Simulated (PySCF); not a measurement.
Working out the ionisation energy of Ti

Ti [Ar] 3d2 4s2 (3F) → Ti⁺ [Ar] 3d2 4s1 (4F). Calculation: PySCF 2.14, in aug-cc-pVDZ; the non-relativistic Hamiltonian (point nucleus). Frozen: [Ar]. Energies in hartree (1 hartree = 27.21139 eV):

```json
{"part": "UHF", "Ti (lower)": "-848.410139", "Ti⁺ (upper)": "-848.206892"}
{"part": "MP2 opposite-spin", "Ti (lower)": "-0.027429", "Ti⁺ (upper)": "0.000000"}
{"part": "MP2 same-spin", "Ti (lower)": "-0.007929", "Ti⁺ (upper)": "-0.008089"}
```

Q: What does Hartree-Fock give?

A: (-848.206892) − (-848.410139) = 0.203247 hartree = 5.531 eV.

Q: What do MP2 and SCS-MP2 (6/5 opposite-spin, 1/3 same-spin) give?

A: The opposite-spin parts differ by 0.746 eV and the same-spin parts by -0.004 eV. MP2: 5.531 + (0.746) + (-0.004) = 6.273 eV. SCS-MP2: 5.531 + 1.2 × (0.746) + (-0.004)/3 = 6.425 eV.

Measured between the centres of the two terms (NIST): 6.828 eV, so MP2 (valence) is off by -0.555 eV.

The calculation is non-relativistic.

A double-zeta basis recovers only part of the correlation energy.

What remains against the reference includes basis incompleteness, the frozen core and correlation beyond second order.
